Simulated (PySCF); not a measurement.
## Solvent effects on NMR parameters

Molfile (atoms numbered from 1):
```
C8H8NP
     RDKit          3D

 18 18  0  0  0  0  0  0  0  0999 V2000
    4.4062   -0.9703    1.1914 C   0  0  0  0  0  0  0  0  0  0  0  0
    3.2619   -0.6415    0.9568 C   0  0  0  0  0  0  0  0  0  0  0  0
    1.9080   -0.2949    0.6397 C   0  0  0  0  0  0  0  0  0  0  0  0
    1.3482    0.6819    1.3530 N   0  0  0  0  0  0  0  0  0  0  0  0
    0.1035    1.0670    1.1311 C   0  0  0  0  0  0  0  0  0  0  0  0
   -0.7956    0.5613    0.1780 C   0  0  0  0  0  0  0  0  0  0  0  0
   -2.1726    1.1518    0.1032 C   0  0  0  0  0  0  0  0  0  0  0  0
   -0.4167   -0.4753   -0.6883 C   0  0  0  0  0  0  0  0  0  0  0  0
   -1.3948   -0.9984   -1.7004 C   0  0  0  0  0  0  0  0  0  0  0  0
    1.1631   -1.2169   -0.6649 P   0  0  0  0  0  0  0  0  0  0  0  0
    5.4198   -1.2540    1.4064 H   0  0  0  0  0  0  0  0  0  0  0  0
   -0.2516    1.8795    1.7786 H   0  0  0  0  0  0  0  0  0  0  0  0
   -2.3732    1.5797   -0.8922 H   0  0  0  0  0  0  0  0  0  0  0  0
   -2.3045    1.9492    0.8475 H   0  0  0  0  0  0  0  0  0  0  0  0
   -2.9475    0.3889    0.2816 H   0  0  0  0  0  0  0  0  0  0  0  0
   -0.9595   -1.8057   -2.3064 H   0  0  0  0  0  0  0  0  0  0  0  0
   -1.7235   -0.1988   -2.3845 H   0  0  0  0  0  0  0  0  0  0  0  0
   -2.3009   -1.3914   -1.2106 H   0  0  0  0  0  0  0  0  0  0  0  0
  1  2  3  0
  2  3  1  0
  3  4  2  0
  4  5  1  0
  5  6  2  0
  6  7  1  0
  6  8  1  0
  8  9  1  0
  8 10  2  0
 10  3  1  0
  1 11  1  0
  5 12  1  0
  7 13  1  0
  7 14  1  0
  7 15  1  0
  9 16  1  0
  9 17  1  0
  9 18  1  0
M  END
```

GIAO PBE0/pcSseg-1 in PySCF on one PBE0-D3(BJ)/def2-SVP conformer, non-relativistic, equivalent nuclei averaged. Solvents enter as an IEF-PCM continuum (chloroform with ε = 4.7, methanol with ε = 32.6) around the gas-phase geometry. Shifts are referred to TMS computed in the same medium.

Gas phase, δ in ppm: C8 187.0, C3 182.0, C5 155.2, C6 135.5, C1 93.1, C2 88.3, C9 25.7, C7 20.7, H12 8.71, H11 3.76, H16/H17/H18 2.57, H13/H14/H15 2.29. Dipole moment 3.13 D.

Question: How does each δ change in the continuum?

Answer: 
```tsv
atoms	environment	Δδ, chloroform	Δδ, methanol
C8	substituted aromatic carbon	+4.1	+5.7
C3	substituted aromatic carbon next to a ring nitrogen	-1.2	-1.7
C5	aromatic CH next to a ring nitrogen	+1.3	+1.8
C6	substituted aromatic carbon	+4.1	+5.7
C1	terminal alkyne carbon	+1.0	+1.5
C2	alkyne carbon	+0.6	+0.8
C9	methyl carbon on an aromatic ring	+0.9	+1.3
C7	methyl carbon on an aromatic ring	+0.6	+0.8
H12	hydrogen on an aromatic CH next to a ring nitrogen	+0.08	+0.12
H11	hydrogen on a terminal alkyne carbon	+0.34	+0.48
H16/H17/H18	hydrogen on a methyl carbon on an aromatic ring	+0.13	+0.18
H13/H14/H15	hydrogen on a methyl carbon on an aromatic ring	+0.13	+0.19
```

Changes are relative to the gas phase. The dipole moment becomes 4.23 D in chloroform, 4.69 D in methanol.

Question: Which of the listed nuclei move most (in ppm), and what does the model miss? (N and O are left out, as their reference compounds move with the solvent too.)

Answer: C8 (substituted aromatic carbon, +5.7 ppm) and C6 (substituted aromatic carbon, +5.7 ppm) in methanol. A continuum only polarises the solute; specific hydrogen bonds, the anisotropy of aromatic solvents and changes of geometry or conformer are outside it.
